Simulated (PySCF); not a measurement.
## Ru⁺: ionisation energy

Ru⁺ [Kr] 4d7 (4F) → Ru²⁺ [Kr] 4d6 (5D), as a difference of total energies. Calculation: PySCF 2.14, in aug-cc-pVTZ-PP with ECP28MDF (6s6p5d3f2g, 88 functions); a scalar-relativistic core potential. Correlated levels: valence: 4s2 4p6 frozen. The calculations carry no spin-orbit coupling.

```json
{"method": "UHF", "ionisation energy (eV)": "14.880"}
{"method": "LDA", "ionisation energy (eV)": "17.152"}
{"method": "PBE", "ionisation energy (eV)": "16.939"}
{"method": "PBE0", "ionisation energy (eV)": "16.688"}
{"method": "r2SCAN", "ionisation energy (eV)": "16.556"}
{"method": "B97-3", "ionisation energy (eV)": "16.819"}
{"method": "TPSSh", "ionisation energy (eV)": "16.736"}
{"method": "BP86", "ionisation energy (eV)": "17.119"}
{"method": "B3LYP", "ionisation energy (eV)": "16.965"}
{"method": "MP2 (valence)", "ionisation energy (eV)": "16.326"}
{"method": "SCS-MP2 (valence)", "ionisation energy (eV)": "16.489"}
```

Question: How much does correlation contribute at MP2 (valence)?

Answer: 16.326 − (14.880) = 1.446 eV, measured against UHF.

The reference lies between the lowest fine-structure levels, while these numbers refer to the centres of the terms.

Errors of the correlated levels include the incompleteness of this basis and the frozen core.

For comparison: 16.76 ± 0.06 eV (semi-empirical (NIST evaluation); NIST Atomic Spectra Database, ionization energies).
